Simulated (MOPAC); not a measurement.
Input for MOPAC: PM6 on CH8GeSi (SMILES C[SiH2][GeH3]), a point of a torsion scan.

```
PM6 1SCF PRECISE CHARGE=0 THREADS=1
CH8GeSi

C     -1.57567327 1     0.69767901 1    -0.13677332 1
Si    -0.33663615 1    -0.73602508 1    -0.00954361 1
Ge    -1.46669084 1    -2.70279042 1     0.56562682 1
H     -2.31972432 1     0.64338483 1     0.65430070 1
H     -1.08378773 1     1.66293091 1    -0.07105596 1
H     -2.10939293 1     0.66471729 1    -1.08331503 1
H      0.36935191 1    -0.89519500 1    -1.28599011 1
H      0.66084731 1    -0.42887938 1     1.02309033 1
H     -2.30153232 1    -2.62317298 1     1.81178636 1
H     -2.44492047 1    -3.22585776 1    -0.44655206 1
H     -0.59376192 1    -3.89438451 1     0.82765804 1
```

The log:

```
*******************************************************************************
 **                                                                           **
 **                              MOPAC v23.2.5                                **
 **                                                                           **
 *******************************************************************************
 ** MOPAC's Digital Object Identifier: https://doi.org/10.5281/zenodo.6511958 **
 **                                                                           **
 ** Please cite the open-source release paper for use of this MOPAC version:  **
 ** J. E. Moussa and J. J. P. Stewart (2026)                                  **
 ** MOPAC: An open-source semiempirical molecular orbital program             **
 ** J. Open Source Softw., 11(119), 8025, https://doi.org/10.21105/joss.08025 **
 *******************************************************************************

                              PM6 CALCULATION RESULTS

 *******************************************************************************
 *  PM6        - The PM6 Hamiltonian to be used
 *
 *
 *
 *                 CHARGE ON SYSTEM = 0
 *
 *
 *
 *  PRECISE    - TIGHTER CRITERIA TO BE USED
 *  1SCF       - DO 1 SCF AND THEN STOP
 *  THREADS=1  - MULTI-THREADING NOT USED
 *  T=         - A TIME OF 172800.0 SECONDS REQUESTED
 *  DUMP=N     - RESTART FILE WRITTEN EVERY 7200.0 SECONDS REQUESTED
 *******************************************************************************
PM6 1SCF PRECISE CHARGE=0 THREADS=1
 CH8GeSi

   ATOM   CHEMICAL          X               Y               Z
  NUMBER   SYMBOL      (ANGSTROMS)     (ANGSTROMS)     (ANGSTROMS)

     1       C         -1.57567327  *   0.69767901  *  -0.13677332  *
     2      Si         -0.33663615  *  -0.73602508  *  -0.00954361  *
     3      Ge         -1.46669084  *  -2.70279042  *   0.56562682  *
     4       H         -2.31972432  *   0.64338483  *   0.65430070  *
     5       H         -1.08378773  *   1.66293091  *  -0.07105596  *
     6       H         -2.10939293  *   0.66471729  *  -1.08331503  *
     7       H          0.36935191  *  -0.89519500  *  -1.28599011  *
     8       H          0.66084731  *  -0.42887938  *   1.02309033  *
     9       H         -2.30153232  *  -2.62317298  *   1.81178636  *
    10       H         -2.44492047  *  -3.22585776  *  -0.44655206  *
    11       H         -0.59376192  *  -3.89438451  *   0.82765804  *



          CARTESIAN COORDINATES

    NO.       ATOM           X           Y           Z

     1         C         -1.5757      0.6977     -0.1368
     2        Si         -0.3366     -0.7360     -0.0095
     3        Ge         -1.4667     -2.7028      0.5656
     4         H         -2.3197      0.6434      0.6543
     5         H         -1.0838      1.6629     -0.0711
     6         H         -2.1094      0.6647     -1.0833
     7         H          0.3694     -0.8952     -1.2860
     8         H          0.6608     -0.4289      1.0231
     9         H         -2.3015     -2.6232      1.8118
    10         H         -2.4449     -3.2259     -0.4466
    11         H         -0.5938     -3.8944      0.8277

 General Reference for PM6:
 "Optimization of Parameters for Semiempirical Methods V: Modification of NDDO Approximations
 and Application to 70 Elements", J. J. P. Stewart, J. Mol. Mod., 13, 1173-1213 (2007)
 URL: https://link.springer.com/article/10.1007/s00894-007-0233-4

           Empirical Formula: C H8 Si Ge  =    11 atoms



      MOLECULAR POINT GROUP   :   C1


      RHF CALCULATION, NO. OF DOUBLY OCCUPIED LEVELS = 10


 -------------------------------------------------------------------------------
 PM6 1SCF PRECISE CHARGE=0 THREADS=1
 CH8GeSi



     1SCF WAS SPECIFIED, SO BFGS WAS NOT USED
     SCF FIELD WAS ACHIEVED


                              PM6 CALCULATION
                                                       MOPAC v23.2.5 Linux




          FINAL HEAT OF FORMATION =        217.59144 KCAL/MOL =     910.40258 KJ/MOL


          COSMO AREA              =        132.66 SQUARE ANGSTROMS
          COSMO VOLUME            =        127.42 CUBIC ANGSTROMS

          IONIZATION POTENTIAL    =         10.003370 EV
          HOMO LUMO ENERGIES (EV) =        -10.003  0.097
          NO. OF FILLED LEVELS    =         10
          MOLECULAR WEIGHT        =        120.7497         POINT GROUP:  C1

          MOLECULAR DIMENSIONS (Angstroms)

            Atom       Atom       Distance
            H    11    H     5     5.65080
            H     9    H     7     3.98401
            H     8    H    10     3.67174


          SCF CALCULATIONS        =          1





   ATOM   CHEMICAL          X               Y               Z
  NUMBER   SYMBOL      (ANGSTROMS)     (ANGSTROMS)     (ANGSTROMS)

     1       C         -1.57567327  *   0.69767901  *  -0.13677332  *
     2      Si         -0.33663615  *  -0.73602508  *  -0.00954361  *
     3      Ge         -1.46669084  *  -2.70279042  *   0.56562682  *
     4       H         -2.31972432  *   0.64338483  *   0.65430070  *
     5       H         -1.08378773  *   1.66293091  *  -0.07105596  *
     6       H         -2.10939293  *   0.66471729  *  -1.08331503  *
     7       H          0.36935191  *  -0.89519500  *  -1.28599011  *
     8       H          0.66084731  *  -0.42887938  *   1.02309033  *
     9       H         -2.30153232  *  -2.62317298  *   1.81178636  *
    10       H         -2.44492047  *  -3.22585776  *  -0.44655206  *
    11       H         -0.59376192  *  -3.89438451  *   0.82765804  *

                             CARTESIAN COORDINATES

   1    C       -1.575673270     0.697679010    -0.136773320
   2   Si       -0.336636150    -0.736025080    -0.009543610
   3   Ge       -1.466690840    -2.702790420     0.565626820
   4    H       -2.319724320     0.643384830     0.654300700
   5    H       -1.083787730     1.662930910    -0.071055960
   6    H       -2.109392930     0.664717290    -1.083315030
   7    H        0.369351910    -0.895195000    -1.285990110
   8    H        0.660847310    -0.428879380     1.023090330
   9    H       -2.301532320    -2.623172980     1.811786360
  10    H       -2.444920470    -3.225857760    -0.446552060
  11    H       -0.593761920    -3.894384510     0.827658040


           Empirical Formula: C H8 Si Ge  =    11 atoms



      MOLECULAR POINT GROUP   :   C1


                  EIGENVALUES
 -25.02931 -19.91484 -17.42024 -14.01658 -13.92378 -12.13039 -12.00622 -11.15089
 -10.98172 -10.00337   0.09714   0.49307   1.13966   1.48379   1.78060   1.78532
   2.52124   2.55531   3.31118   4.20268   4.52189   4.66126   5.93387   5.96114
   7.12872


              NET ATOMIC CHARGES AND DIPOLE CONTRIBUTIONS

  ATOM NO.   TYPE          CHARGE      No. of ELECS.   s-Pop       p-Pop       d-Pop
    1          C          -0.754506        4.7545     1.07521     3.67930
    2         Si           0.362361        3.6376     1.20741     1.91885     0.51138
    3         Ge          -0.709009        4.7090     1.21063     3.49838
    4          H           0.193184        0.8068     0.80682
    5          H           0.192107        0.8079     0.80789
    6          H           0.191964        0.8080     0.80804
    7          H           0.032715        0.9673     0.96729
    8          H           0.032768        0.9672     0.96723
    9          H           0.152687        0.8473     0.84731
   10          H           0.152672        0.8473     0.84733
   11          H           0.153058        0.8469     0.84694
 DIPOLE           X         Y         Z       TOTAL
 POINT-CHG.     1.266     0.779    -0.336     1.524
 HYBRID        -1.508    -0.323     0.241     1.560
 SUM           -0.241     0.456    -0.095     0.524


          ATOMIC ORBITAL ELECTRON POPULATIONS

     Atom    s        px        py        pz      x^2-y^2     xz        z^2       yz        xy
    1  C   1.07521   1.23776   1.24353   1.19801
    2 Si   1.20741   0.63198   0.53813   0.74874   0.06978   0.20543   0.09066   0.03310   0.11241
    3 Ge   1.21063   1.15742   1.19408   1.14688
    4  H   0.80682
    5  H   0.80789
    6  H   0.80804
    7  H   0.96729
    8  H   0.96723
    9  H   0.84731
   10  H   0.84733
   11  H   0.84694

 **********************
 *                    *
 * JOB ENDED NORMALLY *
 *                    *
 **********************




 == MOPAC DONE ==
```

The run finished.

Cost: very roughly 0.020 core-seconds.
